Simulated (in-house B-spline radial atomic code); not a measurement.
Configurations of neutral sulfur, with energies counted from [Ne] 3s2 3p4. Computed with an all-electron radial atomic-structure program (B-spline basis): scalar-relativistic (X2C) AM05, spin-polarised, spherical fractional occupations, Fermi nucleus of rms radius 3.2611 fm. Shells without spins written out take the highest spin.

Occupations are held fixed; configurations that lie above the ionisation limit could autoionise.

```json
{"configuration": "[Ne] 3s2 3p3 4s1", "E - E(ref) (eV)": "6.3694", "highest orbital": "4s up", "its <r> (bohr)": "5.586"}
{"configuration": "[Ne] 3s2 3p3 4f1", "E - E(ref) (eV)": "9.2742", "highest orbital": "4f up", "its <r> (bohr)": "16.97"}
{"configuration": "[Ne] 3s(0 up, 1 down) 3p(1 up, 3 down) 3d(1 up, 0 down)", "E - E(ref) (eV)": "18.937", "highest orbital": "3d up", "its <r> (bohr)": "8.052"}
{"configuration": "[He] 2s2 2p5 3s2 3p4 4p1", "E - E(ref) (eV)": "169.22", "highest orbital": "4p up", "its <r> (bohr)": "7.133"}
{"configuration": "[He] 2s2 2p5 3s2 3p4 3d1", "E - E(ref) (eV)": "169.65", "highest orbital": "3d up", "its <r> (bohr)": "6.459"}
{"configuration": "[He] 2s2 2p5 3s2 3p4 4d1", "E - E(ref) (eV)": "170.45", "highest orbital": "4d up", "its <r> (bohr)": "12.29"}
{"configuration": "[He] 2s2 2p(3 up, 2 down) 3s2 3p(1 up, 3 down) 4f(0 up, 1 down)", "E - E(ref) (eV)": "171.49", "highest orbital": "4f down", "its <r> (bohr)": "16.96"}
```

(1) Order these further configurations by energy, lowest first.
A. [Ne] 3s2 3p3 4p1
B. [Ne] 3s2 3p(1 up, 2 down) 4p(0 up, 1 down)
C. [Ne] 3s1 3p4 4f1
D. [Ne] 3s1 3p4 4d1
E. [Ne] 3s2 3p3 4d1

(2) How far above the reference does [Ne] 3s1 3p4 3d1 lie?

(3) How far above the reference does [He] 2s2 2p(2 up, 3 down) 3s2 3p(3 up, 1 down) 4s(0 up, 1 down) lie?

## Answers

(1) A (7.6467 eV), E (8.8259 eV), B (9.7087 eV), D (19.368 eV), C (19.839 eV).

(2) 18.524 eV; its least bound orbital is 3d up with <r> = 6.3 bohr.

(3) 168.58 eV; its least bound orbital is 4s down with <r> = 5.575 bohr.
